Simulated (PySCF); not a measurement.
# SeH: energy against distance

Set-up: PySCF, scalar-relativistic core potentials, basis sets H cc-pVTZ, Se cc-pVTZ-PP with ECP10. Energies in eV from H + Se in their ground configurations at the same level. All curves are PBE0. state 1: ²Π (doublet), unpaired electrons π ↑; state 2: quartet, unpaired electrons σ ↑, π ↑↑, a second solution, started from another occupation.

```tsv
R (Å)	state 1	state 2
1.266	-2.678	3.4578
1.325	-3.024	2.7653
1.384	-3.222	2.2123
1.428	-3.295	1.8706
1.472	-3.317	1.5790
1.516	-3.296	1.3301
1.575	-3.218	1.0541
1.649	-3.058	0.7803
1.737	-2.805	0.5335
1.855	-2.408	0.3073
```

Problem. Put a parabola through the three lowest points of the state 1 curve and estimate Re, k and ωe (reduced mass 0.9953 u; 1 eV/Å² = 0.16022 mdyn/Å; ωe = 1302.8·√(k/μ) cm⁻¹).

Solution. Through R = 1.428, 1.472, 1.516 Å the second-order coefficient is 11.1 eV/Å², so Re ≈ 1.473 Å, k ≈ 3.56 mdyn/Å and ωe ≈ 2463 cm⁻¹. A polynomial fit of higher order to the unrounded PBE0 energies gives Re = 1.471 Å, k = 3.44 mdyn/Å, ωe = 2422 cm⁻¹; anharmonicity and rounding make the difference.

The higher-order fit for each curve: state 1: Re = 1.471 Å, ωe = 2422 cm⁻¹, De = 3.32 eV. State 2 gave no clean fit.

Spin–orbit coupling is left out. The state is the lowest determinant that a PBE0 search found; another state may lie lower at other levels.
